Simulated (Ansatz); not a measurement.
Ansatz (an electronic-structure program) input:

Ansatz 0.2 input:
```yaml
crystal:
  periodic: [false, false, false]
  atoms:
    - {symbol: Mo, position_ang: [-0.11954773, 0.03556090, 0.02608223]}
    - {symbol: H, position_ang: [0.73311633, -0.90294857, 1.26910140]}
    - {symbol: H, position_ang: [0.91259540, 1.46497638, 0.02768451]}
    - {symbol: H, position_ang: [0.70726956, -1.04336429, -1.09948497]}
    - {symbol: H, position_ang: [0.21405614, -0.52490435, -1.62543823]}
    - {symbol: H, position_ang: [0.99316679, -1.25159023, 0.49482124]}
    - {symbol: H, position_ang: [1.46080048, 0.76427337, -0.16213779]}
basis:
  gaussian:
    orbitals: def2-TZVPD
hamiltonian:
  xc: {name: PBE}
total_charge: 1
magnetization: {spin_polarized: true, initial_magnetization: 1}
output: {forces: true}
```

What final total energy does it print?

-71.41163 Eh (PBE/def2-TZVPD). The basis has 94 functions.

The spin state was set by rule; other spins were not relaxed.
